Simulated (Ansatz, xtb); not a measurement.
Stretching the In1–I4 bond in H2IIn (SMILES [InH2][I]) (multiplicity 1 held, fragments rigid). Energies count from the point at 2.700 Å.
Geometry at that point (charge 0, multiplicity 1):
| atom | x (Å) | y (Å) | z (Å) |
|---|---|---|---|
| In | -0.7264 | -1.1355 | 0.1996 |
| H | -0.0696 | -2.1741 | 1.3945 |
| H | -2.1191 | -1.2475 | -0.7931 |
| I | 0.7129 | 1.1144 | -0.1958 |

R- and RO- levels are restricted; in cc, def2 and unpolarised 6-31G sets they are followed outwards from rest. Active spaces are followed from a long bond inwards. Left out are points that failed, MP2 points in a non-variational dive below the minimum, coupled-cluster points behind a sign of a changed root (a jump of the amplitudes, or a one-step jump against full CI or MRCI), small-basis points behind a change of solution, and semi-empirical points at long bonds. Curves can end on different states.

Correlated levels freeze the cores. Filled d and f shells under p-block atoms count as core.

Codes used: Ansatz (a quantum-chemistry and plane-wave program) with Gaussian orbitals; xtb for the GFN methods. Values without a source in brackets are computed. In def2 rows elements past Kr take small-core potentials, without spin–orbit coupling. The GFN methods have no spin term and hold the electronic entropy of 300 K.

Energies in kJ/mol.

```json
[
 {"R (Å)": "2.160", "GFN2-xTB": "550", "R-SCS-MP2/def2-SVP": "297", "FIC-NEVPT4(SD) on CASSCF(6,4)/def2-SVP": "298", "FIC-MRCISD+Q on CASSCF(6,4)/def2-SVP": "299"},
 {"R (Å)": "2.430", "GFN2-xTB": "62", "R-SCS-MP2/def2-SVP": "55", "FIC-NEVPT4(SD) on CASSCF(6,4)/def2-SVP": "55", "FIC-MRCISD+Q on CASSCF(6,4)/def2-SVP": "56"},
 {"R (Å)": "2.700", "GFN2-xTB": "0", "R-SCS-MP2/def2-SVP": "0", "FIC-NEVPT4(SD) on CASSCF(6,4)/def2-SVP": "0", "FIC-MRCISD+Q on CASSCF(6,4)/def2-SVP": "0"},
 {"R (Å)": "2.970", "GFN2-xTB": "32", "R-SCS-MP2/def2-SVP": "20", "FIC-NEVPT4(SD) on CASSCF(6,4)/def2-SVP": "17", "FIC-MRCISD+Q on CASSCF(6,4)/def2-SVP": "18"},
 {"R (Å)": "3.240", "GFN2-xTB": "86", "R-SCS-MP2/def2-SVP": "67", "FIC-NEVPT4(SD) on CASSCF(6,4)/def2-SVP": "62", "FIC-MRCISD+Q on CASSCF(6,4)/def2-SVP": "64"},
 {"R (Å)": "3.645", "GFN2-xTB": "166", "R-SCS-MP2/def2-SVP": "146", "FIC-NEVPT4(SD) on CASSCF(6,4)/def2-SVP": "138", "FIC-MRCISD+Q on CASSCF(6,4)/def2-SVP": "140"},
 {"R (Å)": "4.050", "GFN2-xTB": "227", "R-SCS-MP2/def2-SVP": "217", "FIC-NEVPT4(SD) on CASSCF(6,4)/def2-SVP": "206", "FIC-MRCISD+Q on CASSCF(6,4)/def2-SVP": "205"},
 {"R (Å)": "4.725", "GFN2-xTB": "285", "R-SCS-MP2/def2-SVP": "307", "FIC-NEVPT4(SD) on CASSCF(6,4)/def2-SVP": "278", "FIC-MRCISD+Q on CASSCF(6,4)/def2-SVP": "275"},
 {"R (Å)": "5.400", "GFN2-xTB": "309", "R-SCS-MP2/def2-SVP": "364", "FIC-NEVPT4(SD) on CASSCF(6,4)/def2-SVP": "303", "FIC-MRCISD+Q on CASSCF(6,4)/def2-SVP": "300"},
 {"R (Å)": "6.210", "GFN2-xTB": "321", "R-SCS-MP2/def2-SVP": "398", "FIC-NEVPT4(SD) on CASSCF(6,4)/def2-SVP": "309", "FIC-MRCISD+Q on CASSCF(6,4)/def2-SVP": "306"},
 {"R (Å)": "7.290", "GFN2-xTB": "326", "R-SCS-MP2/def2-SVP": "402", "FIC-NEVPT4(SD) on CASSCF(6,4)/def2-SVP": "310", "FIC-MRCISD+Q on CASSCF(6,4)/def2-SVP": "307"},
 {"R (Å)": "8.640", "GFN2-xTB": "left out", "R-SCS-MP2/def2-SVP": "377", "FIC-NEVPT4(SD) on CASSCF(6,4)/def2-SVP": "311", "FIC-MRCISD+Q on CASSCF(6,4)/def2-SVP": "307"}
]
```

Doubts at one or more of the structures used: a restricted determinant that unrestricted orbitals would lower (R-SCS-MP2/def2-SVP); active orbitals that take no part (FIC-NEVPT4(SD) on CASSCF(6,4)/def2-SVP, FIC-MRCISD+Q on CASSCF(6,4)/def2-SVP).
